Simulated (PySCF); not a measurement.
## Excitation energy of Ca by level of theory

Ca [Ar] 4s2 (1S) → Ca [Ar] 4p2 (3P), as a difference of total energies. All numbers are calculated (PySCF 2.14, no relativity, point nucleus, in def2-QZVPPD (11s6p4d3f, 70 functions)). Correlated levels: valence: [Ar] frozen; valence and next inner shell: [Ne] frozen. The calculations carry no spin-orbit coupling.

```csv
method,excitation energy (eV)
UHF,4.122
LDA,4.517
PBE,4.242
PBE0,4.316
r2SCAN,4.029
revPBE,4.119
PW91,4.261
MP2 (valence),4.549
SCS-MP2 (valence),4.741
MP2 (valence and next inner shell),4.912
SCS-MP2 (valence and next inner shell),5.027
```

**Question.** How much does correlation contribute at MP2 (valence and next inner shell)?

**Answer.** 4.912 − (4.122) = 0.790 eV, measured against UHF.

These non-relativistic numbers lack the scalar-relativistic shift.

Errors of the correlated levels include the incompleteness of this basis and the frozen core.

For comparison: 4.774 eV (measured; NIST levels, between the centres of gravity of the two terms).
